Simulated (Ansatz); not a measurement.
One geometry of CuSe₂⁺, several levels of theory.

```yaml
crystal:
  periodic: [false, false, false]
  atoms:
    - {symbol: Cu, position_ang: [1.301829, -0.123838, 1.297602]}
    - {symbol: Se, position_ang: [-1.092588, 0.961670, -1.074133]}
    - {symbol: Se, position_ang: [-0.209251, -0.837822, -0.223469]}
basis:
  gaussian: {orbitals: def2-TZVP, initial_orbitals: start.molden}
total_charge: 1
hamiltonian: {xc: {text: "exchange = 0.85*pbe_x + 0.15*exact_x\ncorrelation = pbe_c"}}
scf: {omitted_lower_state_checks: [starts]}
output: {orbitals: {seedname: orbitals}}
```

The file start.molden holds the orbitals of an earlier run on this structure, at another level or in another basis.

```sh
$ ansatz run in.yaml --threads 4 --pin off --events-out ev --progress --plain --max-ram 3916MiB
```

Output, abridged:

```
Functional definition: unnamed
1128 factors; integrals over basis functions are off by at most 6.5e-4 eV
mean field evaluation 1: about -175309.2039 eV, gradient 5.3e0 eV
mean field evaluation 2: about -175309.2395 eV, gradient 1.6e-1 eV
mean field evaluation 4: about -175309.2915 eV, gradient 6.4e-4 eV
mean field evaluation 8: about -175309.2915 eV, gradient 8.7e-6 eV
mean field -175309.29154993 eV, -6442.4976355544 hartree, gradient 8.7e-6 eV, S^2 0.000000; 0 other end points of the search recorded, 0 dependent functions left out
reference -175309.29158140 eV, -6442.4976367109 hartree; 48, 48 occupied and 93, 93 virtual orbitals, 1128 factors
Total energy: -175309.29158140 eV, -6442.4976367109 hartree
Checks for a lower state left out: starts
```

Hardware: 4 threads of Arm Neoverse V1 on a shared host. Wall time 3.2 s.

As the first input, with `hamiltonian: {xc: pbe0, dispersion: d4}` (abridged; 3.1 s):

```
Functional definition: PBE0
mean field -175310.83964043 eV, -6442.5545268306 hartree, gradient 2.9e-5 eV, S^2 0.000000
Total energy: -175310.93079379 eV, -6442.5578766549 hartree
Checks for a lower state left out: starts
```

The first input with `hamiltonian: {xc: {text: "exchange = 0.95*pbe_x + 0.05*exact_x\ncorrelation = pbe_c"}}` (abridged; 2.9 s):

```
Functional definition: unnamed
mean field -175307.81905233 eV, -6442.4435222655 hartree, gradient 1.3e-5 eV, S^2 0.000000
Total energy: -175307.81908759 eV, -6442.4435235614 hartree
Checks for a lower state left out: starts
```

The first input with `gaussian: {orbitals: def2-TZVPP, initial_orbitals: start.molden}`, `correlation: {method: ccsd_t, frozen_orbitals: {Cu: 9, Se: 9}}` and without the key `hamiltonian` (abridged; 26 s):

```
Functional definition: HF
mean field evaluation 16: about -175196.4224 eV, gradient 5.4e0 eV
mean field evaluation 32: about -175196.4714 eV, gradient 8.4e-4 eV
mean field -175197.32026613 eV, -6438.3827667714 hartree, gradient 2.9e-6 eV, S^2 0.000000; 1 other end points of the search recorded, 0 dependent functions left out; unrestricted orbitals would lower it
determinant -175197.32026613 eV, -6438.3827667714 hartree, with singles and doubles -175223.31469171 eV, -6439.3380442920 hartree
determinant -175196.47136688 eV, -6438.3515702992 hartree, with singles and doubles -175222.25450196 eV, -6439.2990830370 hartree
27 core orbitals not correlated: weight in the atoms' cores, before any rotation towards them, 1.000 or more for the frozen orbitals, at most 0.000 for the correlated occupied ones
second order -27.54610224 eV of doubles, -0.00000000 eV of singles
cycle   1  -25.79749258 eV  change    -1.5e0 eV  update   3.5e-2
cycle   2  -25.85109309 eV  change   -5.4e-2 eV  update   1.3e-2
cycle   3  -25.84605825 eV  change    5.0e-3 eV  update   1.1e-2
cycle   4  -25.85218215 eV  change   -6.1e-3 eV  update   5.7e-3
cycle   5  -25.85107358 eV  change    1.1e-3 eV  update   3.6e-3
cycle   6  -25.85365315 eV  change   -2.6e-3 eV  update   1.7e-3
cycle   7  -25.85524581 eV  change   -1.6e-3 eV  update   1.1e-3
cycle   8  -25.85453356 eV  change    7.1e-4 eV  update   5.2e-4
cycle   9  -25.85410197 eV  change    4.3e-4 eV  update   2.7e-4
cycle  10  -25.85445501 eV  change   -3.5e-4 eV  update   1.5e-4
cycle  11  -25.85428152 eV  change    1.7e-4 eV  update   9.0e-5
cycle  12  -25.85422901 eV  change    5.3e-5 eV  update   4.9e-5
cycle  13  -25.85426392 eV  change   -3.5e-5 eV  update   2.6e-5
perturbative correction -1.19345466 eV, -0.0438586498 hartree
Total energy: -175224.36798471 eV, -6439.3767520957 hartree
Checks for a lower state left out: starts
```

Geometry: r2SCAN-D4/def2-TZVP.

Correlated methods freeze 27 core orbitals; core or outer-core shells of Se are correlated, in sets that lack core-valence functions. The restricted singlet is unstable towards broken spin symmetry at other levels; at PBE with 15 % exact exchange/def2-TZVP, PBE with 5 % exact exchange/def2-TZVP this wasn't settled. At PBE0-D4/def2-TZVP, CCSD(T)/def2-TZVPP the restricted singlet (for correlated methods, its reference) is unstable: a solution with broken spin symmetry lies lower. At PBE0-D4/def2-TZVP a triplet of charge 1 lies 0.60 eV below the restricted singlet, each at its own geometry. The structure comes from a short search, and lower isomers may exist.
